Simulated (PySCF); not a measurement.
Computed structure and properties of [PbBr3]−

System: [PbBr3]− (singlet); start: displaced along the imaginary mode (Cs). Method: PySCF 2.14.0, RKS B3LYP, Pb def2-SVP with ECP60, Br def2-SVP; non-relativistic Hamiltonian with scalar-relativistic core potentials where named; density fitting; no spin-orbit coupling.

Input of the relaxation:

```python
mol = gto.M(atom='''
Pb    -0.01780    -0.25000     0.00000
Br    -1.39780     0.22221     2.52083
Br    -1.39780     0.22221    -2.52083
Br     2.84250     0.21442    -0.00000''',
    basis={'Pb': 'def2-SVP', 'Br': 'def2-SVP'},
    ecp={'Pb': 'def2-SVP'},
    charge=-1, spin=0)
mf = dft.RKS(mol, xc='B3LYP')
mf.grids.atom_grid = (50, 194)
mf = mf.density_fit()  # fitting sets: Pb def2-universal-JKFIT, Br def2-universal-JKFIT
mf.conv_tol = 1e-08; mf.max_cycle = 55
mf.kernel(dm0)  # dm0: converged density of the start geometry
# quasi-Newton relaxation in Cartesian coordinates to a largest gradient under 0.00045 Eh/bohr, steps kept in the point group
```

Run from Python with OMP_NUM_THREADS=2; the lines above give its settings. Where DIIS fails, smearing, a level shift and second-order steps follow.
It took 44 s on 2 threads of Arm Neoverse V1 (shared host), from the converged density of the start.

Course of the relaxation:

```json
{"step": "0", "energy above end (eV)": "0.3506", "largest force component within the symmetry (eV/Å)": "0.346"}
{"step": "1", "energy above end (eV)": "0.2440", "largest force component within the symmetry (eV/Å)": "0.443"}
{"step": "2", "energy above end (eV)": "0.0973", "largest force component within the symmetry (eV/Å)": "0.442"}
{"step": "3", "energy above end (eV)": "0.0050", "largest force component within the symmetry (eV/Å)": "0.086"}
{"step": "4", "energy above end (eV)": "0.0039", "largest force component within the symmetry (eV/Å)": "0.166"}
{"step": "5", "energy above end (eV)": "0.0000", "largest force component within the symmetry (eV/Å)": "0.021"}
{"step": "6", "energy above end (eV)": "0.0000", "largest force component within the symmetry (eV/Å)": "0.004"}
```

Relaxed geometry (C3v):

```xyz
4

Pb    0.0032   -0.7955    0.0000
Br   -1.2498    0.4067    2.1820
Br   -1.2498    0.4067   -2.1820
Br    2.5255    0.3910    0.0000
```

```csv
contact,Å
Pb1–Br2 (Br),2.789
Pb1–Br3 (Br),2.789
Pb1–Br4 (Br),2.787
```

On the finer grid (75, 302):

- HOMO: -2.57 eV
- LUMO: 2.26 eV
- Dipole about the centre of mass: 4.43 D
- Set of Mulliken populations of Pb1 outside the core potential: s 3.91, p 7.41, d 10.13
- D3(BJ) dispersion energy (not in the energies): -0.333 eV

```tsv
atom	Mulliken (e)	Löwdin (e)	spin (e)
Pb1	0.55	0.14	0.00
Br2	-0.52	-0.38	0.00
Br3	-0.52	-0.38	0.00
Br4	-0.51	-0.38	0.00
```

On the grid (50, 194), as all that follows. Harmonic modes: a minimum within the noise of the softest modes; lowest 54 cm⁻¹ (negative: unstable), highest 178 cm⁻¹, zero-point energy 0.043 eV.

Taking off one Br (charge -1, singlet; the rest: singlet) in vacuum, both parts rigid, costs 2.71 eV; the small basis without counterpoise inflates it.

Rigid scan of Br along the line from its metal, all other atoms held (where the atom bridges, its other bond changes as well):

(distance to Br2 (Å), energy (eV)): (2.49, 0.384), (2.59, 0.148), (2.69, 0.035), (2.79, 0.000), (2.89, 0.028), (2.99, 0.090), (3.19, 0.282), (3.49, 0.621), (3.89, 1.040), (4.39, 1.447)

One start shape was tried, so this needn't be the lowest isomer.
